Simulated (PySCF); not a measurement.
# Polarisability and C₆ of F (fluorine, neutral)

[He] 2s2 2p5, 2P determinant. Calculation: PySCF 2.14, in aug-cc-pVDZ-DK; scalar relativity by spin-free X2C-1e. Coupled (time-dependent) response in atomic units; α is the mean over directions. A double-zeta set is small for polarisabilities.

| method | mean α (bohr³) | α xx, yy, zz | C₆ (like pair) | S(−4) |
| --- | --- | --- | --- | --- |
| UHF | 2.709 | 2.541, 2.793, 2.793 | 6.912 | 2.889 |
| PBE | 3.160 | 2.795, 3.343, 3.343 | 8.097 | 5.297 |
| PBE0 | 3.000 | 2.711, 3.144, 3.144 | 7.692 | 4.294 |
| TPSSh | 3.076 | 2.749, 3.239, 3.239 | 7.948 | 4.635 |
| TPSS | 3.140 | 2.783, 3.318, 3.318 | 8.119 | 5.017 |

S(−4) is the Cauchy moment in α(ω) = α(0) + S(−4) ω² + …

Reference α: 3.74 ± 0.08 bohr³ (recommended; Schwerdtfeger and Nagle, table of static dipole polarizabilities (2023 update)). Published C₆: 9.520 (Chu and Dalgarno (2004); Tang, Norbeck and Certain (1976)).

α(iu) at UHF:

| u (hartree) | α(iu) (bohr³) |
| --- | --- |
| 0 | 2.709 |
| 0.0500 | 2.702 |
| 0.100 | 2.681 |
| 0.200 | 2.602 |
| 0.300 | 2.489 |
| 0.500 | 2.221 |
| 0.750 | 1.893 |
| 1.00 | 1.608 |
| 1.50 | 1.165 |
| 2.00 | 0.8576 |
| 3.00 | 0.4997 |
| 5.00 | 0.2205 |

A single London oscillator, α(iu) = α/(1 + u²/ω²), gives C₆ = (3/4) ω α². Matching the computed C₆ needs ω = 4 × 6.912 / (3 × 2.709²) = 1.26 hartree.

The components differ because the open shell of this determinant is not spherical; for a pure term their mean is the scalar polarisability.
